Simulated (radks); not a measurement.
Task: All-electron atom: Cd II in [Kr] 4d10 5s1. Calculated with a radial shooting solver on a logarithmic mesh with Libxc functionals: Dirac Kohn-Sham, PBEsol, spin-unpolarised, spherical densities, finite nucleus; Fermi nuclear charge, rms radius 4.6087 fm. Some entries of the table are withheld. Estimate them.

| orbital | occ. | eigenvalue (hartree) | <r^2> (bohr^2) |
|---|---|---|---|
| 1s1/2 | 2 | -973.9488 | 0.001251 |
| 2s1/2 | 2 | -144.8397 | 0.02039 |
| 2p1/2 | 2 | -134.8854 | 0.01521 |
| 2p3/2 | 4 | -127.8185 | 0.01652 |
| 3s1/2 | 2 | -27.25056 | 0.1470 |
| 3p1/2 | 2 | -23.26018 | 0.1422 |
| 3p3/2 | 4 | -21.99814 | 0.1510 |
| 3d3/2 | 4 | -14.92842 | (1) |
| 3d5/2 | 6 | -14.67187 | (2) |
| 4s1/2 | 2 | -4.21087 | 0.8766 |
| 4p1/2 | 2 | (3) | 1.011 |
| 4p3/2 | 4 | (4) | 1.080 |
| 4d3/2 | 4 | -0.76973 | 1.926 |
| 4d5/2 | 6 | -0.74376 | 1.986 |
| 5s1/2 | 1 | -0.48056 | 7.895 |

Result: 
(1) 3d3/2 <r^2> (bohr^2): 0.1319
(2) 3d5/2 <r^2> (bohr^2): 0.1345
(3) 4p1/2 eigenvalue (hartree): -2.93105
(4) 4p3/2 eigenvalue (hartree): -2.71631
